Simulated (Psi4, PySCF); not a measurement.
C$_{3}$H$_{13}$ClSi$_{3}$ (SMILES C[Si](C)(C)[SiH2][SiH2]Cl), singlet, at a GFN2-xTB geometry, atoms displaced at random by about 0.03 Å a coordinate. Base run: PBE0/STO-3G, gradient (PySCF).

PySCF was given this input:
```python
from pyscf import gto, scf, dft

mol = gto.Mole()
mol.atom = '''
    Si    2.21382150   -0.42544060    0.56421967
    Cl    2.10944026   -1.07768501   -1.31471212
    Si    0.43199178    0.90801340    1.12119999
    Si   -1.54995929    0.38852376    0.06248466
    C    -3.04880936    1.28087193    0.85815985
    C    -1.88906887   -1.52862727    0.23997801
    C    -1.53699600    0.78565722   -1.78387908
    H     2.32530888   -1.69659278    1.38978279
    H     3.54114823    0.14700474    0.62647893
    H     0.85428079    2.30421548    0.74421592
    H     0.34424234    0.97517820    2.53118709
    H    -3.12686845    1.10291443    1.89814323
    H    -4.03745035    0.98275430    0.39221706
    H    -2.90499879    2.32514584    0.78984784
    H    -1.03293566   -2.09676106   -0.21224804
    H    -1.85717472   -1.79433545    1.32427613
    H    -2.80037378   -1.80980017   -0.18056665
    H    -0.68451889    0.22492266   -2.27798446
    H    -1.40069444    1.84607302   -1.99815309
    H    -2.43696594    0.50367884   -2.33908914
'''
mol.basis = 'sto-3g'
mol.verbose = 3
mol.build()

mf = dft.RKS(mol)
mf.xc = 'pbe0'
mf.kernel()
g = mf.nuc_grad_method()
grad = g.kernel()
```

Programs used: Psi4, PySCF; a row that names a program was run with it.

The coordinate followed is z of atom 18.

Variants of this job, named by their change:

```tsv
change	dE/dx (Eh/bohr)	net force (Eh/bohr)
base	-0.011427	0.000030
finite difference step (bohr) = 1e-4; conv_tol = 1e-11	-0.011431	-
conv_tol = 1e-11	-0.011427	0.000030
conv_tol = 1e-6	-0.011427	0.000030
code = psi4	-0.011416	0.000056
grids.level = 5; grid_response = on	-0.011427	0.000000
grids.level = 1; grid_response = off	-0.011419	0.000336
conv_tol = 1e-4	-0.011442	0.000030
density fitting = on	-0.011421	0.000030
finite difference step (bohr) = 1e-3; conv_tol = 1e-11	-0.011431	-
grids.level = 0; grid_response = off	-0.011536	0.011279
finite difference step (bohr) = 0.05; conv_tol = 1e-11	-0.011440	-
```

The net force is zero for an exact gradient.
